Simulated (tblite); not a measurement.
Isomers of C5H8FO2S (doublet state). Computed with GFN2-xTB (tblite): harmonic, unscaled wavenumbers at the GFN2-xTB geometry, gas phase. Against measured fundamentals such values can be off by several per cent, at times by over 20. One conformer each. Open shells enter through the occupations alone, without spin polarisation, and single modes of such species can be off by tens of per cent.

Electronic energies: GFN2-xTB at the same geometries; isomer energies are rough at this level and their order can be wrong.

| SMILES | electronic energy, lowest = 0 (kJ/mol) |
| --- | --- |
| O=S1(=O)[CH]CC[C@@H]1CF | 16.7 |
| [CH2][C@@](F)(SC)C(=O)OC | 7.3 |
| O=S1(=O)C[CH]C[C@@H]1CF | 0.0 |

Q: How do GFN2-xTB zero-point energies change the relative energies?

A: 
| SMILES | ZPE (kJ/mol) | of it from modes above 1550 cm⁻¹ | electronic (kJ/mol) | with ZPE, lowest = 0 (kJ/mol) | lowest mode (cm⁻¹) | rings |
| --- | --- | --- | --- | --- | --- | --- |
| O=S1(=O)C[CH]C[C@@H]1CF | 326.7 | 143.2 | 0.0 | 5.5 | 47 | 1 |
| [CH2][C@@](F)(SC)C(=O)OC | 313.9 | 157.1 | 7.3 | 0.0 | 19i | 0 |
| O=S1(=O)[CH]CC[C@@H]1CF | 327.6 | 142.7 | 16.7 | 23.1 | 58 | 1 |

The zero-point energies span 13.7 kJ/mol, from `[CH2][C@@](F)(SC)C(=O)OC` to `O=S1(=O)[CH]CC[C@@H]1CF`. Slightly imaginary modes are left out of the zero-point energy: `[CH2][C@@](F)(SC)C(=O)OC` 18.9i cm⁻¹. With it `[CH2][C@@](F)(SC)C(=O)OC` becomes the lowest.
